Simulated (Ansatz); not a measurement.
Al(F)2(OSiH3) (AlF2H3OSi), SMILES [F][Al]([O][SiH3])[F]. Atoms are numbered in the order given.

```xyz
8

Al     0.1031     0.1916     1.0206
F     -0.6192    -0.7780     2.1448
F      0.9901     1.4718     1.5680
O     -0.0582    -0.1129    -0.6141
Si    -0.2258    -0.4196    -2.2320
H      0.4012     0.6756    -3.0248
H     -1.6725    -0.5070    -2.5798
H      0.4399    -1.7098    -2.5690
```

The structure is a stationary point at B3LYP-D3(BJ)/def2-SVP. The structure was generated by enumeration; whether it is a known compound was not checked. One conformer was computed; it need not be the lowest.

Two levels are set side by side: PBE-D3(BJ)/def2-SVP (Ansatz, a program for electronic structure) and B3LYP-D3(BJ)/def2-SVP (Ansatz). Each level has its own optimised geometry; the coordinates shown are those of the second. Differences are taken from unrounded values.

```json
[
 {"quantity": "mean bond length (Å)", "B3LYP-D3(BJ)": "1.586"},
 {"quantity": "bond Al1–F2 (Å)", "B3LYP-D3(BJ)": "1.651"},
 {"quantity": "bond Al1–F3 (Å)", "B3LYP-D3(BJ)": "1.651"},
 {"quantity": "bond Al1–O4 (Å)", "B3LYP-D3(BJ)": "1.671"},
 {"quantity": "bond O4–Si5 (Å)", "B3LYP-D3(BJ)": "1.655"},
 {"quantity": "bond Si5–H6 (Å)", "B3LYP-D3(BJ)": "1.490"},
 {"quantity": "bond Si5–H7 (Å)", "B3LYP-D3(BJ)": "1.490"},
 {"quantity": "bond Si5–H8 (Å)", "B3LYP-D3(BJ)": "1.490"}
]
```

What does PBE-D3(BJ) give, and how far is it from B3LYP-D3(BJ)? (Estimate from the structure and the level; the computed values follow.)


| quantity | PBE-D3(BJ) | PBE-D3(BJ) minus B3LYP-D3(BJ) |
|---|---|---|
| mean bond length (Å) | 1.598 | 0.012 |
| bond Al1–F2 (Å) | 1.663 | 0.012 |
| bond Al1–F3 (Å) | 1.663 | 0.012 |
| bond Al1–O4 (Å) | 1.682 | 0.011 |
| bond O4–Si5 (Å) | 1.665 | 0.010 |
| bond Si5–H6 (Å) | 1.504 | 0.014 |
| bond Si5–H7 (Å) | 1.504 | 0.013 |
| bond Si5–H8 (Å) | 1.504 | 0.013 |

Exact exchange shortens and stiffens bonds; PBE has none. Differences between two approximate levels are no errors against the true value.
